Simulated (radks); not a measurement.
The numbers below are computed, except where a source is named.
Ionisation ladder of bismuth, from Bi XXIII to Bi XLIV. Each ion is in the ground configuration listed by NIST, and IE = E(next ion) - E(this ion). Code: a radial shooting solver on a logarithmic mesh with Libxc functionals. Model: Dirac Kohn-Sham, exchange-only PBE, spin-unpolarised, spherical densities, finite nucleus; open shells fill j = l - 1/2 first; Fermi nuclear charge, rms radius 5.5211 fm.

\begin{tabular}{lrrrrrrr}
species & configuration & IE, Delta-SCF (eV) & -e(HOMO) (eV) & HOMO & IE, NIST (eV) & kind & error (eV) \\ \hline
Bi XXIII & [Kr] 4d10 4f13 5s2 & 649.80 & 634.58 & 5s1/2 & 660 & theory & -10.2 \\
Bi XXIV & [Kr] 4d10 4f13 5s1 & 680.46 & 665.08 & 5s1/2 & 690 & theory & -9.5 \\
Bi XXV & [Kr] 4d10 4f13 & 775.93 & 750.61 & 4f7/2 & 750 & theory & +25.9 \\
Bi XXVI & [Kr] 4d10 4f12 & 827.36 & 801.45 & 4f7/2 & 810 & theory & +17.4 \\
Bi XXVII & [Kr] 4d10 4f11 & 879.97 & 853.47 & 4f7/2 & 870 & theory & +10.0 \\
Bi XXVIII & [Kr] 4d10 4f10 & 933.72 & 906.65 & 4f7/2 & 930 & theory & +3.7 \\
Bi XXIX & [Kr] 4d10 4f9 & 988.62 & 960.98 & 4f7/2 & 990 & theory & -1.4 \\
Bi XXX & [Kr] 4d10 4f8 & 1044.6 & 1016.4 & 4f7/2 & 1060 & theory & -15.4 \\
Bi XXXI & [Kr] 4d10 4f7 & 1101.8 & 1073.0 & 4f7/2 & 1120 & theory & -18.2 \\
Bi XXXII & [Kr] 4d10 4f6 & 1167.8 & 1138.3 & 4f5/2 & 1180 & theory & -12.2 \\
Bi XXXIII & [Kr] 4d10 4f5 & 1227.5 & 1197.5 & 4f5/2 & 1250 & theory & -22.5 \\
Bi XXXIV & [Kr] 4d10 4f4 & 1288.4 & 1257.8 & 4f5/2 & 1310 & theory & -21.6 \\
Bi XXXV & [Kr] 4d10 4f3 & 1350.3 & 1319.1 & 4f5/2 & 1380 & theory & -29.7 \\
Bi XXXVI & [Kr] 4d10 4f2 & 1413.2 & 1381.5 & 4f5/2 & 1440 & theory & -26.8 \\
Bi XXXVII & [Kr] 4d10 4f1 & 1477.2 & 1445.0 & 4f5/2 & 1500 & theory & -22.8 \\
Bi XXXVIII & [Kr] 4d10 & 1782.1 & 1752.0 & 4d5/2 & 1784 & theory & -1.9 \\
Bi XXXIX & [Kr] 4d9 & 1842.8 & 1812.3 & 4d5/2 & 1840 & theory & +2.8 \\
Bi XL & [Kr] 4d8 & 1904.0 & 1873.3 & 4d5/2 & 1902 & theory & +2.0 \\
Bi XLI & [Kr] 4d7 & 1965.9 & 1934.9 & 4d5/2 & 1967 & theory & -1.1 \\
Bi XLII & [Kr] 4d6 & 2028.3 & 1997.0 & 4d5/2 & 2029 & theory & -0.7 \\
Bi XLIII & [Kr] 4d5 & 2091.3 & 2059.7 & 4d5/2 & 2090 & theory & +1.3 \\
Bi XLIV & [Kr] 4d4 & 2190.5 & 2158.0 & 4d3/2 & 2190 & theory & +0.5 \\
\end{tabular}

Reference values: NIST Atomic Spectra Database (exp. = measured, semi-emp. = semi-empirical, theory = theoretical value adopted there). The ionisation energy per charge of the ion left behind rises most, in proportion, at Bi XXXVIII ([Kr] 4d10), from 39.924 to 46.897 eV. Spin polarisation and multiplet splitting are left out, so open shells lie too high by an amount that depends on their filling.

Beside tabulated values, note that spin-unpolarised runs miss the spin-polarisation part of the exchange energy of open shells.
